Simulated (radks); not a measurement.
Q: Lu+, 70 electrons, occupied as [Xe] 4f14 6s2 (the NIST ground configuration). All-electron calculation, scalar-relativistic Kohn-Sham, r2SCAN, spin-unpolarised, spherical densities, finite nucleus; meta-GGA in the generalised Kohn-Sham scheme; Fermi nuclear charge, rms radius 5.37 fm. Program: a radial shooting solver on a logarithmic mesh with Libxc functionals. Some entries of the table are withheld. Estimate them.

orbital,occ.,eigenvalue (hartree),<r> (bohr),r(max) (bohr)
1s,2,-2327.030,0.01932,0.01213
2s,2,-397.2942,0.08182,(1)
2p,6,-349.4625,(2),0.05660
3s,2,-90.62874,0.2124,0.1955
3p,6,-76.20401,0.2121,(3)
3d,10,-58.86170,0.1925,0.1576
4s,2,-18.49389,0.4782,0.4463
4p,6,-13.74050,0.5078,(4)
4d,10,-7.50904,0.5478,0.4811
5s,2,-2.63668,1.171,1.044
5p,6,(5),1.380,1.192
4f,14,-0.68615,0.7192,0.4700
6s,2,-0.40890,3.301,2.903
5d,0,(6),2.359,1.712
6p,0,-0.23522,4.058,3.598

A: 
(1) 2s r(max) (bohr): 0.06928
(2) 2p <r> (bohr): 0.07292
(3) 3p r(max) (bohr): 0.1930
(4) 4p r(max) (bohr): 0.4671
(5) 5p eigenvalue (hartree): -1.52671
(6) 5d eigenvalue (hartree): -0.33129
